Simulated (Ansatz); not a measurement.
Reactions of CH8FNO2Si2, SMILES `C[SiH](F)N[SiH](O)O`.

Isolated molecules relaxed with PBE0-D4/def2-TZVP in Ansatz; ΔE leaves out vibrations. CBS: MP2 limit from def2 TZ/QZ plus the TZ coupled-cluster correction, frozen cores. This one scheme is used for every species. Each species was taken in one conformer, which may not be the lowest.

(1) Order these by ΔE at CCSD(T)/CBS, lowest first. (An estimate is asked.)
A. `C[SiH](F)N[SiH](O)O` + `B1CN[SiH2]1` → `CN1CB[SiH2]1` + `O[SiH](O)N[SiH2]F`
B. `C[SiH](F)N[SiH](O)O` + H–F → `C[SiH](F)F` + `N[SiH](O)O`
C. `C[SiH](F)N[SiH](O)O` + `OC#C[SiH3]` → `COC#C[SiH3]` + `O[SiH](O)N[SiH2]F`
D. `C[SiH](F)N[SiH](O)O` + `O[SiH](O)S` → `C[SiH](F)S[SiH](O)O` + `N[SiH](O)O`
E. `C[SiH](F)N[SiH](O)O` + `N=C=O` → `C[SiH](F)N=C=O` + `N[SiH](O)O`
F. `C[SiH](F)N[SiH](O)O` + `C=C=C` → `C=C=C[SiH](C)F` + `N[SiH](O)O`

Largest T1 diagnostic: 0.018, for `N=C=O`.

Results:

(1) B (-0.76 eV), E (-0.27 eV), D (-0.02 eV), F (+0.62 eV), A (+0.78 eV), C (+0.96 eV).
